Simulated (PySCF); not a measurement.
C₃H₁₁BO₂Si, SMILES C[Si](C)(C)B(O)O, GFN2-xTB optimised geometry. Atoms within 1.6 Å of the plane z = 0.0 Å (x, y, z in Å): B1 (-1.10, 0.01, 0.00), O2 (-1.76, -1.18, -0.02), H3 (-2.72, -1.16, -0.04), O4 (-1.76, 1.19, 0.00), H5 (-2.72, 1.17, -0.02), Si6 (0.88, 0.01, 0.00), C7 (1.64, 1.53, 0.88), C9 (1.64, -1.54, 0.85), H10 (2.72, 1.55, 0.80), H11 (1.26, 2.46, 0.45), H16 (1.26, -2.46, 0.39), H18 (2.72, -1.56, 0.76).

Level of theory: PBE0/def2-SVP run with PySCF 2.14.0. Cells within 0.4 Å of a nucleus heavier than hydrogen are left out (blank, or x).

Map of the deformation density (molecule minus spherical neutral atoms) (e/bohr³) on the plane z = 0.0 Å:

```
|2222222222222222222222222222222|
|2222222222222222222222222222222|
|2222222222222222222222222222222|
|2222222222222222222222222222222|
|2222222222222222222222222222222|
|2222222222222222222222222222222|
|2222222222222222221122222222222|
|2222222222222222211122222222222|
|2222222222222222222322122222222|
|2222221112332222222321122222222|
|2222211233952222112211222222222|
|222210068xx41111122321222222222|
|222210069xx31111113432122222222|
|2222211233983233212322112222222|
|222222111267x6663xx111112222222|
|22222211113xx9973xx101112222222|
|222222111267x56531x111112222222|
|2222211233983233212332112222222|
|222210069xx31111123432222222222|
|222210058xx41111122321222222222|
|2222211223852222122211222222222|
|2222221112332222223321122222222|
|2222222222222222222332122222222|
|2222222222222222211122222222222|
|2222222222222222221122222222222|
|2222222222222222222222222222222|
|2222222222222222222222222222222|
|2222222222222222222222222222222|
|2222222222222222222222222222222|
|2222222222222222222222222222222|
|2222222222222222222222222222222|
```
Scale: ten equal steps from -0.024 (start of '0') to 0.073 (end of '9'), in the order '0123456789'; x runs from -5.00 to 5.00, y from -5.00 (bottom) to 5.00 (top).
